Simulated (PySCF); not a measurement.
# Mayer bond orders and bond lengths

C₄H₁₁NOSi₂.
Atom-mapped SMILES: `[CH3:1][C@@H:2]([C:3]#[N:4])[O:5][SiH2:6][CH2:7][SiH3:8]` (hydrogens: H9, H10, H11 on C1; H12 on C2; H13, H14 on Si6; H15, H16 on C7; H17, H18, H19 on Si8)

Structure used (PBE0-D3(BJ)/def2-SVP), in Å, numbered top down from 1:
```
atom  x, y, z in Å
C1    -2.8600   -0.1809   -0.4396
C2    -1.6336    0.6978   -0.6378
C3    -1.6988    1.8951    0.2230
N4    -1.7585    2.8329    0.8971
O5    -0.4586    0.0011   -0.3427
Si6    0.6529   -0.6239   -1.4372
C7     2.2613   -0.7317   -0.5109
Si8    2.5287    0.7493    0.6366
H9    -3.7860    0.3847   -0.6164
H10   -2.8714   -0.5740    0.5866
H11   -2.8209   -1.0265   -1.1411
H12   -1.6190    1.0745   -1.6806
H13    0.7383    0.3229   -2.5947
H14    0.1832   -1.9506   -1.9428
H15    2.3026   -1.6606    0.0815
H16    3.0882   -0.7757   -1.2407
H17    2.2160    2.0161   -0.0926
H18    1.6610    0.6438    1.8434
H19    3.9591    0.7962    1.0717
```

Bond orders from the PBE0/pcSseg-1 density (PySCF). Geometry: PBE0-D3(BJ)/def2-SVP, one conformer, isolated molecule.

Q: How far do the computed orders between heavy atoms stray from the drawn ones?

A: The largest departure is 0.141, at O5–Si6 (drawn single, 0.859). Drawn single, order below 0.88: O5–Si6 (0.859).

Q: Set the Mayer orders of the bonds between heavy atoms beside their lengths.

A: 
```json
{"bond": "C1–C2", "drawn as": "single", "length (Å)": "1.522", "Mayer order": "1.038"}
{"bond": "C2–C3", "drawn as": "single", "length (Å)": "1.476", "Mayer order": "0.943"}
{"bond": "C3–N4", "drawn as": "triple", "length (Å)": "1.156", "Mayer order": "3.053"}
{"bond": "C2–O5", "drawn as": "single", "length (Å)": "1.398", "Mayer order": "0.907"}
{"bond": "O5–Si6", "drawn as": "single", "length (Å)": "1.680", "Mayer order": "0.859"}
{"bond": "Si6–C7", "drawn as": "single", "length (Å)": "1.859", "Mayer order": "0.952"}
{"bond": "C7–Si8", "drawn as": "single", "length (Å)": "1.893", "Mayer order": "0.883"}
```

Bonds between the same two heavy elements. C–C: lowest C2–C3 (0.943, 1.476 Å), highest C1–C2 (1.038, 1.522 Å); in 1 of the 1 pairs the longer bond (by over 0.003 Å) has the higher order (by 0.02 or more). C–Si: lowest C7–Si8 (0.883, 1.893 Å), highest Si6–C7 (0.952, 1.859 Å).

Q: And the bonds to hydrogen?

A: C–H: 0.92 to 0.96 (6 bonds); H–Si: 0.92 to 0.95 (5 bonds).

Q: Sum the orders of all bonds at each heavy atom with more than one neighbour and set the sums beside the valence in the SMILES.

A: C1 3.903 (drawn 4), C2 3.810 (drawn 4), C3 3.996 (drawn 4), O5 1.766 (drawn 2), Si6 3.659 (drawn 4), C7 3.699 (drawn 4), Si8 3.720 (drawn 4). Orders between atoms that aren't bonded are not in these sums.

Mayer orders depend on the basis set.

The run behind these numbers computed NMR shieldings as well. The run took 37 s of wall time on Arm Neoverse V1, one thread, no GPU, on a shared host.
